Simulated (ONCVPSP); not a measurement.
# Fe (Z = 26), ONCV: configuration errors across variants

iron (Fe), optimised norm-conserving Vanderbilt (ONCV), made with ONCVPSP 4.0.1 (LDA (Perdew-Wang 92), scalar-relativistic). Core [Ne], reference 3s2 3p6 3d6 4s2. Waves: 3s+4s: rc 1.15 bohr, ncon 4, nbas 8, qcut 9.2 1/bohr, 2 projectors; 3p: rc 0.80 bohr, ncon 4, nbas 8, qcut 11 1/bohr, 2 projectors, debl 1 Ha; 3d: rc 1.20 bohr, ncon 4, nbas 8, qcut 12.9 1/bohr, 2 projectors, debl 1.2 Ha. Local part: polynomial inside 0.55 bohr (lpopt 3, dvloc0 2 Ha). Core correction: Teter function, fcfact 3, rcfact 1.45.

In the p channel the program set the typed energies aside and used -2.202, 0.250 Ha.

All-electron excitation energies from the reference (eV): (1) 3s2 3p6 3d6 4s1 8.974; (2) 3s2 3p6 3d6 4s0 25.459; (3) 3s2 3p6 3d5 4s0 59.993; (4) 3s2 3p6 3d5 4s2 4p1 8.871.

A true bound ghost makes a file unfit for plane-wave use even where its test errors are small: the radial tests pick states by their node count and pass the ghost by.

Errors AE − PS in meV (a dash: test not solved or not reliable):

```tsv
change	(1)	(2)	(3)	(4)	bound ghosts	GHOST(+) flags above zero
base	0.0	+1.1	-0.3	+14	none	s
all radii but the core radius scaled by about 0.85 (s 0.98, p 0.68, d 1.02 bohr); local potential polynomial inside 0.46 bohr (lpopt 3, dvloc0 2 Ha)	-0.2	+0.4	-1.9	+8.3	none	s
all radii but the core radius scaled by about 0.88 (s 1.02, p 0.70, d 1.06 bohr); local potential polynomial inside 0.48 bohr (lpopt 3, dvloc0 2 Ha)	-0.2	+0.6	-1.6	+9.4	none	s
all radii but the core radius scaled by about 0.97 (s 1.10, p 0.78, d 1.16 bohr); local potential polynomial inside 0.54 bohr (lpopt 3, dvloc0 2 Ha)	-0.1	+1.0	-0.7	+13	none	s
all radii but the core radius scaled by about 1.07 (s 1.22, p 0.86, d 1.28 bohr); local potential polynomial inside 0.58 bohr (lpopt 3, dvloc0 2 Ha)	-0.1	+1.3	+1.1	+18	none	none
all radii but the core radius scaled by about 1.13 (s 1.30, p 0.90, d 1.36 bohr); local potential polynomial inside 0.62 bohr (lpopt 3, dvloc0 2 Ha)	0.0	+1.5	+2.9	+22	none	s
all radii but the core radius scaled by about 1.22 (s 1.40, p 0.98, d 1.46 bohr); local potential polynomial inside 0.66 bohr (lpopt 3, dvloc0 2 Ha)	0.0	+1.7	+5.9	+28	none	none
all radii but the core radius scaled by about 1.27 (s 1.46, p 1.02, d 1.52 bohr); local potential polynomial inside 0.70 bohr (lpopt 3, dvloc0 2 Ha)	0.0	+1.8	+8.2	+32	none	none
all radii but the core radius scaled by about 1.30 (s 1.50, p 1.04, d 1.56 bohr); local potential polynomial inside 0.72 bohr (lpopt 3, dvloc0 2 Ha)	0.0	+1.9	+10	+35	none	none
```

(1) Give the same row for: all radii but the core radius scaled by about 0.76 (s 0.88, p 0.60, d 0.92 bohr); local potential polynomial inside 0.42 bohr (lpopt 3, dvloc0 2 Ha).

## Answers

(1) -0.4, -0.1, -1.9, +6.3; bound ghosts: p; GHOST(+) flags above zero: s, p.
